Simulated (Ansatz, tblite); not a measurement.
Cost and result up the ladder for `FC(F)(F)Sc1ccc(Sc2ccc(Sc3ccc(C(F)(F)F)cc3)cc2)cc1` (41 atoms). The state is a singlet with charge 0. Geometry: PBE-D4/def2-SVP.

```xyz
41

F    -1.439   -5.852    0.831
C    -1.876   -6.286    2.032
F    -2.421   -7.504    1.875
F    -2.838   -5.432    2.433
S    -0.519   -6.437    3.259
C    -0.007   -4.724    3.273
C     0.912   -4.252    2.315
C     1.322   -2.916    2.330
C     0.801   -2.031    3.298
S     1.327   -0.335    3.433
C     1.539    0.172    1.739
C     2.621    1.022    1.439
C     2.777    1.532    0.142
C     1.877    1.166   -0.875
S     2.161    1.738   -2.541
C     0.728    2.738   -2.875
C     0.484    3.061   -4.228
C    -0.596    3.879   -4.572
C    -1.454    4.376   -3.575
C    -2.656    5.200   -3.960
F    -3.716    4.416   -4.290
F    -2.402    5.986   -5.035
F    -3.062    6.006   -2.949
C    -1.211    4.056   -2.229
C    -0.125    3.248   -1.875
C     0.806    0.295   -0.578
C     0.622   -0.178    0.723
C    -0.118   -2.504    4.258
C    -0.514   -3.847    4.249
H     1.311   -4.946    1.560
H     2.051   -2.556    1.590
H     3.342    1.287    2.227
H     3.610    2.211   -0.090
H     1.145    2.663   -5.014
H    -0.777    4.133   -5.627
H    -1.872    4.456   -1.447
H     0.064    3.017   -0.817
H     0.104    0.005   -1.374
H    -0.229   -0.836    0.953
H    -0.534   -1.810    5.003
H    -1.239   -4.219    4.988
```

Ansatz on 2 threads of AMD EPYC 7R13 on a shared host and a share (18 GiB) of an NVIDIA H100 80GB HBM3; xTB runs through tblite on one thread. Times are rough, summed over both states, and most runs start from the orbitals of an earlier one. PBE0-D4/def2-TZVP serves as the yardstick here, not as an exact answer. The other state is a triplet.

The xTB rows come from tblite. Single mean-field runs in def2-TZVP are fitted with def2-universal-jkfit.

xTB has no spin-polarisation term.

```json
{"level": "GFN1-xTB", "functions": "155", "wall time": "0.26 s"}
{"level": "GFN2-xTB", "functions": "143", "wall time": "0.28 s"}
{"level": "PBE-D4/def2-TZVP (with forces)", "functions": "989", "wall time": "21 s"}
{"level": "PBE0-D4/def2-TZVP", "functions": "989", "wall time": "40 s"}
```

Estimate what each level gives for the vertical triplet (eV).


| level | vertical triplet (eV) | difference from PBE0-D4/def2-TZVP (eV) |
| --- | --- | --- |
| GFN1-xTB | 3.13 | -0.18 |
| GFN2-xTB | 2.91 | -0.40 |
| PBE-D4/def2-TZVP (with forces) | 2.90 | -0.41 |
| PBE0-D4/def2-TZVP | 3.30 | 0.00 |
